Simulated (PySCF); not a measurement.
# Working out the ionisation energy of Cd²⁺

Cd²⁺ [Kr] 4d10 (1S) → Cd³⁺ [Kr] 4d9 (2D). Computed with PySCF 2.14 in x2c-TZVPPall with one added diffuse shell each of s, p, d, f type (9s7p7d3f1g, 95 functions), with the spin-free X2C one-electron Hamiltonian (Gaussian nucleus). Frozen: [Kr]. Energies in hartree (1 hartree = 27.21139 eV):

| part | Cd²⁺ (lower) | Cd³⁺ (upper) |
| --- | --- | --- |
| UHF | -5590.472002 | -5589.153247 |
| CCSD correlation | -0.330313 | -0.270492 |
| (T) | -0.008525 | -0.005695 |

Problem. What does Hartree-Fock give?

Solution. (-5589.153247) − (-5590.472002) = 1.318755 hartree = 35.885 eV.

Problem. What do CCSD and CCSD(T) give?

Solution. The CCSD correlation energies differ by 0.059821 hartree = 1.628 eV and the triples by 0.002830 hartree = 0.077 eV, so CCSD gives 37.513 eV and CCSD(T) 37.590 eV.

A first-order spin-orbit estimate adds -0.302 eV to CCSD(T) (valence), giving 37.288 eV against 37.468 ± 0.006 eV (measured; NIST Atomic Spectra Database, ionization energies).

What remains against the reference includes basis incompleteness, the frozen core and higher excitations.
